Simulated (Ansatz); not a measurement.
Species: C4H7Cl2 (charge -1, singlet). It need not be the lowest isomer of its formula. Whether it binds its extra electron was not tested at this geometry. 
Structure (B3LYP-D3(BJ)/def2-TZVP (Ansatz, a first-principles code) minimum search):
SMILES: C[C-](Cl)CCCl
```xyz
13

C     -2.3718     0.7037     0.3742
C     -1.0505     0.2316    -0.1814
C      0.0060     0.3656     0.8796
C      1.3978    -0.0871     0.4780
Cl     2.2948     1.1325    -0.5576
Cl    -1.2914    -1.7119    -0.3285
H     -2.3138     1.7939     0.4993
H     -3.1984     0.4993    -0.3106
H     -2.6530     0.2764     1.3660
H     -0.2265    -0.1965     1.8185
H      0.0492     1.4233     1.1686
H      1.3466    -0.9926    -0.1195
H      2.0494    -0.2373     1.3378
```
Charge -1, spin multiplicity 1.

Basis-set convergence of Hartree-Fock and MP2 correlation energies (hartree) with Ansatz. Valence correlation only, unless marked. Spin-orbit coupling is left out. No relativistic terms.

| basis | functions | E(HF) | E(corr, MP2) |
|---|---|---|---|
| aug-cc-pV(D+d)Z | 219 | -1074.53165 | -0.91162 |
| aug-cc-pV(T+d)Z | 455 | ___ | ___ |

Task: Fill in the missing entries.

Result: 
- aug-cc-pV(T+d)Z, E(HF): -1074.59182
- aug-cc-pV(T+d)Z, E(corr, MP2): -1.11278
